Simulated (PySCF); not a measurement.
CH6AlClOSi.

```xyz
11

Al     0.4024     0.6839     0.0000
Cl    -1.4422     1.7118     0.0000
C      2.0759     1.6583     0.0000
H      2.9459     0.9836     0.0000
H      2.1439     2.3130    -0.8850
H      2.1439     2.3130     0.8850
O      0.3354    -1.0094     0.0000
Si    -0.1556    -2.5882     0.0000
H      0.3693    -3.2794    -1.2133
H      0.3693    -3.2794     1.2133
H     -1.6450    -2.6817     0.0000
```
Charge 0, spin multiplicity 1.

Geometry optimised at B3LYP-D3(BJ)/def2-SVP. The structure was generated by enumeration; whether it is a known compound was not checked. One conformer was computed; it need not be the lowest.

The numbers are results of PySCF with KT2/pcSseg-1, not measurements. Non-relativistic, no solvent.

Computed absolute GIAO shielding of each atom: isotropic value and principal components (ppm):
| atom | σ(iso) | σ11 | σ22 | σ33 | span |
|---|---|---|---|---|---|
| Al1 | 414.2 | 369.5 | 378.0 | 495.1 | 125.6 |
| Cl2 | 902.8 | 764.8 | 869.2 | 1074.3 | 309.5 |
| C3 | 195.2 | 189.5 | 190.9 | 205.2 | 15.7 |
| H4 | 31.5 | 26.3 | 28.8 | 39.3 | 13.0 |
| H5 | 31.3 | 26.9 | 28.6 | 38.3 | 11.4 |
| H6 | 31.3 | 26.9 | 28.6 | 38.3 | 11.4 |
| O7 | 268.4 | 236.3 | 267.4 | 301.5 | 65.2 |
| Si8 | 399.0 | 352.5 | 357.3 | 487.1 | 134.6 |
| H9 | 26.0 | 22.6 | 24.2 | 31.1 | 8.4 |
| H10 | 26.0 | 22.6 | 24.2 | 31.1 | 8.4 |
| H11 | 25.8 | 22.3 | 24.5 | 30.6 | 8.3 |
